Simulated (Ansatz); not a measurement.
A made-up structure of CHBBr, doublet:

B1  (-0.459, 0.662, -0.447)
C2  (0.293, -0.422, 0.285)
Br3  (1.279, -1.844, 1.246)
H4  (-1.113, 1.604, -1.084)
(Å)

It is relaxed with PBE-D4/def2-SVP and then PBE0-D4/def2-TZVP (Ansatz 0.2.0). Atoms count as bonded within 1.22 times the sum of their covalent radii (H–H: 0.88 Å). The end point is not checked to be a true minimum.

Task: Does its bonding change? (A judgement: the text doesn't fix the answer.)

Result: The calculation gives: No: no bond forms or breaks.

Where it ends: The first stage lowers the energy by 0.98 eV in 5 steps. It ends as CHBBr ([BH][C][Br]):
B1  (-0.410, 0.591, -0.399)
C2  (0.261, -0.377, 0.255)
Br3  (1.142, -1.647, 1.112)
H4  (-0.993, 1.433, -0.968)
(Å)

Labels in which every atom is bracketed show which atoms are joined, not bond orders.

For scale, one of the runs: PBE0-D4/def2-TZVP relaxation, 116 basis functions, launched by `ansatz run in.yaml --threads 2 --pin off --events-out ev --progress --plain --max-ram 4352MiB`. The run took about 4.2 min on 2 CPU threads of an Arm Neoverse V2 (shared host).
